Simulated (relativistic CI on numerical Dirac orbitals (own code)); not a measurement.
**Hyperfine structure of Nb32+, mass number 93**

Calculated at this level of theory: Dirac-Coulomb-Breit CI, orbitals from a KLI potential per configuration, a model potential for QED, unscaled Slater integrals (own radial code, finite nucleus).

CI space (outside the closed core 1s2): 2s2.2p5, 2s.2p6, 2p6.3s, 2p6.3p, 2p6.3d, 2s2.2p4.3s, 2s2.2p4.3p, 2s2.2p4.3d, 2s.2p5.3s, 2s.2p5.3p, 2s.2p5.3d, 2s2.2p4.4s, 2s2.2p4.4p, 2s2.2p4.4d, 2s2.2p4.4f, 2s.2p5.4s. Levels of other configurations are missing.

Nuclear spin I = 9/2, μ = 6.163 μN, Q = -0.32 b (tables of Stone and Pyykkö). The electronic factors are computed for point nuclear moments, without core polarisation or the Bohr-Weisskopf and QED corrections.

```tsv
Level	E (eV)	A (GHz)	B (GHz)
2s2.2p5 2P°_3/2	0.00	163.9	70.6
2s2.2p5 2P°_1/2	98.73	938.7	
2s.2p6 2S_1/2	313.00	3017	
2s2.2p4.3s 4P_5/2	2327.41	287.7	-22.1
2s2.2p4.3s 2P_3/2	2333.09	32.04	-8.38
2s2.2p4.3s 2S_1/2	2354.12	789.6	
2s2.2p4.3p 2P°_1/2	2407.07	253.9	
2s2.2p4.3p 4D°_7/2	2412.74	109.4	-38.5
```

Levels with J = 0, under 50 % of one LS term, or S terms without an open s electron are left out. Small factors come from cancelling terms and can be off by tens of per cent or more.

At this charge energies of transitions that change n are usually good to better than 1 %, and those within a shell (Δn = 0) to a few per cent.

Task: Give the hyperfine levels of 2s2.2p5 2P°_1/2 relative to its centre of gravity.

Result: With K = F(F + 1) − I(I + 1) − J(J + 1), E = AK/2: F = 4: -2581, F = 5: 2112 GHz.

LS names give the leading component of a level, which can be under half, so a name can repeat, a term be missing and a line seem to break the LS rules.
